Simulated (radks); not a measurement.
The numbers below are computed, except where a source is named.
Q: These are the eigenvalues of the occupied orbitals of an atom or ion with whole-number occupations (eV). Level of theory: Dirac Kohn-Sham, LDA (Slater exchange, Perdew-Wang correlation), spin-unpolarised, spherical densities, finite nucleus; Fermi nuclear charge, rms radius of each element as measured or else 0.836 A^(1/3) + 0.57 fm (a radial shooting solver on a logarithmic mesh with Libxc functionals).

1s1/2: -11704.83
2s1/2: -1493.520
2p1/2: -1336.825
2p3/2: -1300.336
3s1/2: -199.2384
3p1/2: -146.5777
3p3/2: -141.5412
3d3/2: -51.1041
3d5/2: -50.3727
4s1/2: -23.5998
4p1/2: -13.7712
4p3/2: -13.4255

Which element is it, and in what charge state? The configuration may be excited. Open shells, if any, are shared by 2j + 1.

A: Z = 33, arsenic, charge +1: As+ in [Ar] 3d10 4s2 4p2. The list shows which subshells hold electrons but not how many an open one holds; the 1s level, -430.14 hartree, gives Z - s = 29.3 by -(Z - s)^2/2, which with screening and relativity narrows Z to a few neighbours, and the depths of the outer levels then fix element, charge and occupations together.
